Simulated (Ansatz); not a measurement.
Input file for Ansatz (a quantum-chemistry and plane-wave program): U-wB97X-V/def2-TZVPP on GeH4Si (SMILES [SiH3][GeH]), a point of a bond scan (R = 1.786 Å).

Ansatz 0.2 input:
```yaml
crystal:
  periodic: [false, false, false]
  atoms:
    - {symbol: Ge, position_ang: [0.02685858, 0.67888508, 0.55005831]}
    - {symbol: H, position_ang: [-0.44427669, 1.55316857, -0.70383312]}
    - {symbol: Si, position_ang: [-0.02124929, -1.29644312, -0.93386225]}
    - {symbol: H, position_ang: [1.09423289, -1.04594337, -2.30661625]}
    - {symbol: H, position_ang: [-1.39240712, -1.47710314, -1.48487088]}
    - {symbol: H, position_ang: [0.36638007, -2.56249089, -0.26126659]}
basis:
  gaussian:
    orbitals: def2-TZVPP
hamiltonian:
  xc: {name: wB97X-V}
magnetization: {spin_polarized: true, initial_magnetization: 0}
```

Program output:

```
WARN ansatz: RAYON_NUM_THREADS=1 ignored (pool sized by the plan → 1); use --threads N
Functional definition: wB97X-V
integrals: 0.08 GiB planned
916 factors; their error is unknown
integrals: 0.12 GiB planned
200 factors; integrals over basis functions are off by at most 1.7e-5 eV
mean field: 1.03 GiB planned
mean field evaluation 1: about -64451.9409 eV, gradient 1.1e1 eV
mean field evaluation 2: about -64452.3971 eV, gradient 9.5e0 eV
mean field evaluation 4: about -64452.5668 eV, gradient 4.2e-1 eV
mean field evaluation 8: about -64452.7562 eV, gradient 1.1e-1 eV
mean field evaluation 16: about -64452.7562 eV, gradient 5.9e-5 eV
mean field -64452.75620711 eV, -2368.5951029642 hartree, gradient 2.0e-5 eV, S^2 0.000000; 1 other end points of the search recorded, 0 dependent functions left out
reference -64452.75620525 eV, -2368.5951028956 hartree; 25, 25 occupied and 121, 121 virtual orbitals, 916 factors
Total energy: -64452.75620525 eV, -2368.5951028956 hartree
```

Self-consistency was reached.

Cost: roughly 50 core-seconds.
